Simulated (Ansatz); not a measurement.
Species: H3BS2, SMILES `SBS` (H–S–B–S torsion 0°, S–B–S–H torsion 0°) (charge 0, multiplicity 1).

Give a relaxed geometry from B3LYP-D3(BJ)/def2-TZVP (Ansatz, a first-principles code).

One answer among several that fit: the end point of this relaxation, one of several conformers (outside a Z-matrix the atoms follow the SMILES, hydrogens last).
Cartesian coordinates (Å) in one orientation:
```xyz
6

S      1.588     0.286     0.014
B     -0.143     0.732     0.030
S     -1.580    -0.331    -0.015
H      1.474    -1.054    -0.043
H     -0.370     1.896     0.078
H     -0.970    -1.530    -0.064
```
